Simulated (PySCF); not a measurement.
Isomers of C6H11PSi, from PySCF, PBE0-D3(BJ)/def2-SVP geometry optimisation, gas phase. One conformer each, no zero-point energy, no frequencies.

Question: Which isomer lies lower at this level?
A. `Cc1cc([SiH3])c(C)[pH]1`: A = 2191, B = 1038, C = 720.7 MHz, dipole 0.89 D
B. `[SiH3:1][CH2:2][P:3]1[CH:4]=[CH:5][CH2:6][CH:7]=[CH:8]1` with Si1–C2–P3–C4 -48°, C2–P3–C4–C5 121°, C4–C5–C6–C7 -12°, C5–C6–C7–C8 12°, C2–P3–C8–C7 -121°: A = 2100, B = 1051, C = 1004 MHz, dipole 0.99 D

Answer: A. That is `CC1=CC([SiH3])=C(C)P1`, 5.8 kcal/mol below the other.

```json
{"SMILES": "Cc1cc([SiH3])c(C)[pH]1", "mapped SMILES": "[CH3:1][c:2]1[cH:3][c:4]([SiH3:5])[c:6]([CH3:7])[pH:8]1", "E (Eh)": "-865.18967", "relative (kcal/mol)": "0.0", "relative (kJ/mol)": "0.0", "dipole (D)": "0.89"}
{"SMILES": "[SiH3]CP1C=CCC=C1", "mapped SMILES": "[SiH3:1][CH2:2][P:3]1[CH:4]=[CH:5][CH2:6][CH:7]=[CH:8]1", "E (Eh)": "-865.18049", "relative (kcal/mol)": "5.8", "relative (kJ/mol)": "24.1", "dipole (D)": "0.99"}
```
